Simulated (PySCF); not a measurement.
A PySCF script (with the pyscf-properties extension) for the NMR shieldings of SMILES FC(OC(=C)OC[SiH3])F, C4H8F2O2Si, on a GFN2-xTB geometry:

```python
import basis_set_exchange as bse
import numpy as np
from pyscf import gto, dft
from pyscf.prop import nmr

atoms = """
C     0.896480    2.128682    0.475760
C     0.959453    0.840596    0.174142
O    -0.051000   -0.032926   -0.028067
C    -1.383905    0.432047    0.155937
Si   -2.475051   -1.095282   -0.212179
O     2.200900    0.245325    0.037594
C     2.253235   -1.050641   -0.344591
F     3.495469   -1.292440   -0.788267
F     2.063078   -1.891330    0.702639
H     1.805503    2.680624    0.600807
H    -0.032673    2.644341    0.605324
H    -1.505680    0.802252    1.178336
H    -1.581231    1.266431   -0.524216
H    -3.862999   -0.706210    0.040502
H    -2.281850   -1.446925   -1.618994
H    -2.040193   -2.175724    0.666267
H     1.533465   -1.336789   -1.130903
"""
names = dict.fromkeys(["C", "O", "Si", "F", "H"], "pcSseg-1")
basis = {el: gto.basis.parse(bse.get_basis(n, elements=[el], fmt="nwchem")) for el, n in names.items()}
mol = gto.M(atom=atoms, basis=basis, charge=0, verbose=0)
mf = dft.RKS(mol, xc="PBE0")
mf.grids.level = 2
mf.grids.alignment = dft.numint.BLKSIZE   # the property module wants whole blocks of grid points
mf.conv_tol = 1e-9
mf.kernel()

calc = nmr.RKS(mf)   # GIAO
C = mf.mo_coeff
Co = C[:, mf.mo_occ > 0]
resp = mf.gen_response(singlet=True, hermi=2)
def vind(x):   # induced exchange potential for any number of trial vectors
    d = np.einsum("pi,xij,qj->xpq", C, 2 * x.reshape(-1, C.shape[1], Co.shape[1]), Co, optimize=True)
    return np.einsum("xpq,pi,qj->xij", resp(d - d.transpose(0, 2, 1)), C, Co, optimize=True).ravel()
mo1, _ = nmr.rhf.solve_mo1(calc, with_cphf=vind)
sigma = calc.kernel(mo1)
for i, s in enumerate(sigma):   # ppm
    w = np.linalg.eigvalsh((s + s.T) / 2)
    print("%2d %-2s iso %8.1f  s11 %8.1f  s22 %8.1f  s33 %8.1f" % (i, mol.atom_pure_symbol(i), w.mean(), *w))
```

Task: Give the expected output.

Result: 
```
 0 C  iso    122.4  s11     54.9  s22    135.0  s33    177.3
 1 C  iso     15.6  s11    -86.1  s22     65.3  s33     67.7
 2 O  iso    219.6  s11    120.7  s22    263.3  s33    274.7
 3 C  iso    129.5  s11     98.0  s22    104.7  s33    185.9
 4 Si iso    422.1  s11    396.5  s22    413.9  s33    456.0
 5 O  iso    152.3  s11    117.5  s22    157.4  s33    182.0
 6 C  iso     66.6  s11     47.8  s22     69.6  s33     82.5
 7 F  iso    284.9  s11    186.1  s22    314.7  s33    353.9
 8 F  iso    259.3  s11    170.0  s22    259.6  s33    348.4
 9 H  iso     27.8  s11     24.6  s22     26.9  s33     31.9
10 H  iso     28.3  s11     25.1  s22     27.0  s33     32.9
11 H  iso     28.0  s11     24.2  s22     27.1  s33     32.8
12 H  iso     28.0  s11     23.9  s22     27.4  s33     32.6
13 H  iso     27.8  s11     24.5  s22     25.4  s33     33.4
14 H  iso     27.6  s11     24.4  s22     26.1  s33     32.4
15 H  iso     27.6  s11     24.1  s22     26.4  s33     32.2
16 H  iso     24.7  s11     20.8  s22     25.9  s33     27.5
```

These numbers come from an equivalent density-fitted implementation of the same equations, which agrees with the script to about 0.01 ppm for H and up to a few tenths of a ppm for heavy atoms, so last digits may differ.

Task: Turn these shieldings into chemical shifts. Shifts are taken against calculated references (same method and geometry level): TMS for $^{13}$C (σ = 186.93 ppm), $^{29}$Si (σ = 349.16 ppm), $^{1}$H (σ = 31.72 ppm); $^{17}$O (σ = 336.08 ppm) against H2O; $^{19}$F (σ = 170.95 ppm) against CFCl3.

Result: Averaging equivalent atoms: C 1: 171.3; C 6: 120.3; C 0: 64.5; C 3: 57.4; O 5: 183.8; O 2: 116.5; Si 4: -73.0; F 7/8: -101.2; H 16: 6.98; H 13/14/15: 4.07; H 9: 3.92; H 11/12: 3.72; H 10: 3.41 ppm. Unscaled 19F shifts against computed CFCl3 carry errors that often reach 10 to 50 ppm. Experimental scales use liquid or dissolved standards, which lie at an offset from isolated H2O (liquid H2O: subtract about 36 ppm).

Size and cost of the density-fitted run: 200 basis functions, 78 s wall time on 1 thread of an Arm Neoverse N1, shared host; peak memory 0.88 GiB.
